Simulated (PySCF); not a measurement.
2-chlorocyclopenta-1,3-diene (C5H5Cl), SMILES ClC1=CCC=C1. Geometry: PBE0-D3(BJ)/def2-SVP. One conformer was computed; it need not be the lowest.

Computed equilibrium geometry at PBE0-D3(BJ)/def2-SVP (PySCF confirms it by a frequency run) as a Z-matrix, and its point group (one conformer of several):
point group Cs.
```
C
H 1 1.1064
H 1 1.1064 2 105.61
C 1 1.4944 2 112.00 3 122.17
C 4 1.3494 1 107.67 2 120.78
H 4 1.0888 5 126.70 1 180.00
C 5 1.4635 4 110.74 6 180.00
C 7 1.3479 5 108.08 4 0.00
H 7 1.0901 8 127.84 1 180.00
H 8 1.0905 7 126.55 9 0.00
Cl 5 1.7196 4 126.79 6 0.00
```
Charge 0, spin multiplicity 1.
